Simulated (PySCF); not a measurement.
## Identify the compound

The spectra below were simulated for a compound C₃H₇Cl₃O₂Si.

¹H NMR (300 MHz, computed): δ 4.60 (s, 1H), 4.02 (s, 6H).

¹³C{¹H} NMR (computed): δ 110.5 (C), 53.6 (CH3, 2C).

[PySCF 2.14: σ from GIAO-PBE0/pcSseg-1; geometry from GFN2-xTB; one computed conformer; averaged over atoms made equivalent by symmetry, fast rotation or ring inversion; no solvent model; relativity neglected]

Chemical shifts δ = σref − σ; ¹H (σ = 31.72 ppm) and ¹³C (σ = 186.93 ppm) against TMS, all at this level.

Deduce the structure.

Results:


1. Rings plus π bonds: 0.
2. 2 carbon signals for 3 carbons: some carbons are equivalent by symmetry or fast rotation.
3. Carbon types of the structure: 1 × C, 2 × CH3, leaving 1 H on heteroatoms.
4. δC 110.5: fully substituted sp3 carbon bonded to 3 Cl and Si; 3 electronegative neighbours deshield it.
5. δC 53.6: methyl carbon bonded to O; pulled downfield by the heteroatom.
6. δH 4.60: hydrogen on a silicon bonded to C, 2 O.
7. δH 4.02: hydrogen on a methyl carbon bonded to O; its carbon carries O, an electronegative neighbour.

The compound is SMILES [SiH](OC)(OC)C(Cl)(Cl)Cl.

The shifts were computed for this structure.

Carbons that carry Cl, above all several Cl atoms, come out too deshielded, partly because spin–orbit coupling is missing. Shifts are as computed. Against solution values, carbons near 30 ppm lie about +3 ppm off and those near 130 ppm about +5 ppm; carbons on Cl a further +6 ppm. Of 1211 compounds with measured shifts, 218 miss one by over three times the rms of a fit or turn the order of signals round; such compounds aren't used in these exercises. No couplings were computed; multiplicities are counted from neighbouring protons, with m where these are inequivalent, close in shift, in a saturated or five-membered ring or joined by F or P, and br s for small geminal =CH2 splittings.
